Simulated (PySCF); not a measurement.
## Do core-level shifts follow atomic charges?

Compound: C5H12BN.
Geometry (PBE0-D3(BJ)/def2-SVP, Å), atoms numbered from 1 in this order:
```xyz
19
C5H12BN angstrom
C      1.7100    1.6856   -0.0369
C      1.5305    0.3548   -0.0681
C      2.6377   -0.5868    0.3183
B      0.2147   -0.2909   -0.6363
N     -1.0825    0.0165   -0.2140
C     -2.2464   -0.5844   -0.8229
C     -1.4131    0.9252    0.8590
H      0.9230    2.3825   -0.3428
H      2.6630    2.1348    0.2693
H      3.5501   -0.0540    0.6280
H      2.8931   -1.2543   -0.5218
H      2.3298   -1.2453    1.1483
H      0.3178   -1.1343   -1.5059
H     -1.9412   -1.2748   -1.6186
H     -2.9095    0.1840   -1.2602
H     -2.8411   -1.1445   -0.0785
H     -2.0460    0.4219    1.6117
H     -0.5017    1.2859    1.3496
H     -1.9799    1.7976    0.4864
```

Binding energies: delta-SCF UKS SCAN, pcX-2 on the ionised atom, pcseg-1 elsewhere, spin-free X2C in PySCF. Charges: PBE0/pcSseg-1 ground-state density, for the ionised atom.

| atom | environment | C 1s (eV) | Mulliken (e) | IAO (e) | Hirshfeld (e) | ESP (e) |
| --- | --- | --- | --- | --- | --- | --- |
| C1 | terminal =CH2 carbon | 289.53 | -0.154 | -0.311 | -0.106 | -0.589 |
| C2 | fully substituted alkene carbon | 289.66 | -0.504 | -0.093 | -0.056 | +0.289 |
| C3 | allylic carbon | 290.36 | -0.215 | -0.404 | -0.115 | -0.513 |
| C6 | N-methyl carbon | 291.52 | -0.078 | -0.289 | -0.059 | -0.420 |

Q: How well does each charge scheme correlate with the binding energies over these sites?

A: Mulliken: r = 0.59, slope 2.9 eV per e; Hirshfeld: r = 0.32, slope 9.5 eV per e; ESP: r = -0.28, slope -0.6 eV per e; IAO: r = -0.32, slope -2.2 eV per e. Mulliken charges have the highest r, on only 4 points.

Q: The point-charge model writes a binding energy as kq + V + constant, with V the potential of the other atoms' charges at the site. What does it give with the Mulliken charges?

A: V = Σ 14.40 eV Å × q/r over all other atoms: -0.78 eV at C1, +2.39 eV at C2, +1.32 eV at C3, +0.49 eV at C6. Fitting binding energy − V to q gives k = 8.6 eV per e and leaves an rms residual of 0.33 eV, against 0.64 eV for the fit on q alone. The model has no term for differences in relaxation between sites.

Spin contamination (⟨S²⟩ against 0.75 for a pure doublet) is marked for C 1s of C2 (0.87), which makes this value less certain. Isolated species at its PBE0-D3(BJ)/def2-SVP geometry (one conformer only).
